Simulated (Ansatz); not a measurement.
Calculated with Ansatz (gas phase, PBE0-D4/def2-TZVP geometries, no zero-point term in ΔE). CCSD(T)/CBS is the MP2 limit (def2-TZVPP, def2-QZVPP) plus CCSD(T) − MP2 in def2-TZVPP, frozen cores. Functionals use def2-TZVPP. For Br outer-core shells are correlated without core-valence functions, which leaves a few kJ/mol of doubt a bond. Scalar relativity is left out up to krypton. One conformer a species, not always the lowest.

`C[CH2][AlH][Br]` + `CBO` → `CBOCC` + `[AlH2][Br]`  (substitution at a C–Al bond)

```json
{"level": "PBE-D4", "ΔE (kcal/mol)": "16.9"}
{"level": "r2SCANh-D4", "ΔE (kcal/mol)": "17.0"}
{"level": "r2SCAN", "ΔE (kcal/mol)": "16.9"}
{"level": "r2SCANh", "ΔE (kcal/mol)": "16.9"}
{"level": "BHLYP", "ΔE (kcal/mol)": "14.6"}
{"level": "HF/def2-SVP", "ΔE (kcal/mol)": "11.5"}
{"level": "MP2/def2-TZVPP", "ΔE (kcal/mol)": "18.1"}
{"level": "CCSD/def2-TZVPP", "ΔE (kcal/mol)": "16.0"}
```

(1) What does CCSD(T)/CBS give? (An estimate is asked.)

Largest T1 diagnostic among the species: 0.012.

Results:

(1) Computed: +16.9 kcal/mol. The listed levels differ from it by 0.0, 0.1, 0.0, 0.0, -2.3, -5.4, 1.2, -0.9 kcal/mol.

At CCSD(T), def2-SVP lies −3.6 kcal/mol from the extrapolated value and def2-TZVPP −0.7 kcal/mol. In def2-TZVPP, CCSD(T) changes the Hartree–Fock value by +3.7 kcal/mol (the triples alone add +0.3 kcal/mol) and MP2 by +5.5 kcal/mol.
